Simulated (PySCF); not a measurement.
A calculated (r2SCAN, PySCF 2.14, x2c-TZVPPall, the spin-free X2C one-electron Hamiltonian (Gaussian nucleus)) atom or ion has these occupied shells.

```json
{"shell": "1s β", "electrons": "1", "orbital energy (eV)": "-71510.2", "rms radius, mean of both spins (bohr)": "0.0204"}
{"shell": "1s α", "electrons": "1", "orbital energy (eV)": "-71510.2", "rms radius, mean of both spins (bohr)": "0.0204"}
{"shell": "2s α", "electrons": "1", "orbital energy (eV)": "-12430.7", "rms radius, mean of both spins (bohr)": "0.0824"}
{"shell": "2s β", "electrons": "1", "orbital energy (eV)": "-12430.4", "rms radius, mean of both spins (bohr)": "0.0824"}
{"shell": "2p α", "electrons": "3", "orbital energy (eV)": "-10885.5", "rms radius, mean of both spins (bohr)": "0.0750"}
{"shell": "2p β", "electrons": "3", "orbital energy (eV)": "-10885.2", "rms radius, mean of both spins (bohr)": "0.0750"}
{"shell": "3s α", "electrons": "1", "orbital energy (eV)": "-2895.5", "rms radius, mean of both spins (bohr)": "0.211"}
{"shell": "3s β", "electrons": "1", "orbital energy (eV)": "-2895.4", "rms radius, mean of both spins (bohr)": "0.211"}
{"shell": "3p α", "electrons": "3", "orbital energy (eV)": "-2435.3", "rms radius, mean of both spins (bohr)": "0.212"}
{"shell": "3p β", "electrons": "3", "orbital energy (eV)": "-2435.3", "rms radius, mean of both spins (bohr)": "0.212"}
{"shell": "3d α", "electrons": "5", "orbital energy (eV)": "-1894.6", "rms radius, mean of both spins (bohr)": "0.194"}
{"shell": "3d β", "electrons": "5", "orbital energy (eV)": "-1894.4", "rms radius, mean of both spins (bohr)": "0.194"}
{"shell": "4s α", "electrons": "1", "orbital energy (eV)": "-616.29", "rms radius, mean of both spins (bohr)": "0.468"}
{"shell": "4s β", "electrons": "1", "orbital energy (eV)": "-616.00", "rms radius, mean of both spins (bohr)": "0.468"}
{"shell": "4p α", "electrons": "3", "orbital energy (eV)": "-463.81", "rms radius, mean of both spins (bohr)": "0.499"}
{"shell": "4p β", "electrons": "3", "orbital energy (eV)": "-463.55", "rms radius, mean of both spins (bohr)": "0.499"}
{"shell": "4d α", "electrons": "5", "orbital energy (eV)": "-266.87", "rms radius, mean of both spins (bohr)": "0.538"}
{"shell": "4d β", "electrons": "5", "orbital energy (eV)": "-266.55", "rms radius, mean of both spins (bohr)": "0.538"}
{"shell": "5s α", "electrons": "1", "orbital energy (eV)": "-95.508", "rms radius, mean of both spins (bohr)": "1.10"}
{"shell": "5s β", "electrons": "1", "orbital energy (eV)": "-92.986", "rms radius, mean of both spins (bohr)": "1.10"}
{"shell": "5p α", "electrons": "3", "orbital energy (eV)": "-57.549", "rms radius, mean of both spins (bohr)": "1.28"}
{"shell": "5p β", "electrons": "3", "orbital energy (eV)": "-54.047", "rms radius, mean of both spins (bohr)": "1.28"}
{"shell": "4f α", "electrons": "7", "orbital energy (eV)": "-50.855", "rms radius, mean of both spins (bohr)": "0.648"}
{"shell": "4f β", "electrons": "7", "orbital energy (eV)": "-50.241", "rms radius, mean of both spins (bohr)": "0.648"}
{"shell": "5d α", "electrons": "5", "orbital energy (eV)": "-14.646", "rms radius, mean of both spins (bohr)": "1.99"}
{"shell": "6s α", "electrons": "1", "orbital energy (eV)": "-13.988", "rms radius, mean of both spins (bohr)": "2.99"}
```

Problem. Name the element and its charge.

Solution. Re+ (rhenium, charge +1), in [Xe] 4f14 5d5 6s1, high-spin 7S determinant.
